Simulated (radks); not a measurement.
Results of a calculation; reference values are marked as such.
Valence configurations of Tc I (all share [Kr]). Code: a radial shooting solver on a logarithmic mesh with Libxc functionals. Model: scalar-relativistic Kohn-Sham, PBE, spin-polarised, spherical densities, point nucleus; open shells are filled with parallel spins first (spin-orbit coupling, left out, can overturn this in heavy ions). Order these by energy: 4d4 5s1 5p2; 4d4 5s2 5p1; 4d3 5s2 5p2; 4d5 5p2; 4d7; 4d6 5s1; 4d5 5s1 5p1; 4d3.5 5s1.5 5p2; 4d5 5s2; 4d6 5p1.

Answer. From the lowest, in eV above it: 4d6 5s1 0.000; 4d5 5s2 0.002; 4d5 5s1 5p1 2.035; 4d7 2.111; 4d6 5p1 3.553; 4d5 5p2 6.251; 4d4 5s2 5p1 7.436; 4d4 5s1 5p2 9.819; 4d3.5 5s1.5 5p2 13.490; 4d3 5s2 5p2 17.397. NIST lists [Kr] 4d5 5s2 as the ground configuration; this level of theory puts 4d6 5s1 lower, by 0.002 eV. The energies are those of spherical high-spin densities, not of single terms.
